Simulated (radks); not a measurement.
A nucleus of charge 19.75 with 20 electrons, configuration [Ar] 4s2.

Calculated with a radial shooting solver on a logarithmic mesh with Libxc functionals: scalar-relativistic Kohn-Sham, BLYP, spin-unpolarised, spherical densities, finite nucleus; Fermi nuclear charge, rms radius 3.4776 fm.

Energy parts (Ry):
total: -1321.02866
kinetic: 1329.82270
electron-nucleus: -3140.52488
Hartree: 560.84638
exchange-correlation: -71.17285

Orbitals (lengths in bohr, moments of r in powers of bohr):
orbital  occ.  eigenvalue (Ry)      <r^4>
1s          2        -282.2692  0.0001713
2s          2        -29.18553    0.04681
2p          6        -23.46563    0.03951
3s          2         -3.11086      4.309
3p          6         -1.76019      7.490
4s          2         -0.15704      836.5

The highest occupied level is 4s at -2.137 eV. The density falls to 0.001 e/bohr^3 at r = 5.17 bohr. Summed over all electrons, <r^2> = 60.50 bohr^2, which gives a Langevin (diamagnetic) susceptibility term of -47.9 x 10^-6 cm^3/mol. The electron density at the nucleus is 5939 e/bohr^3 (large components only).
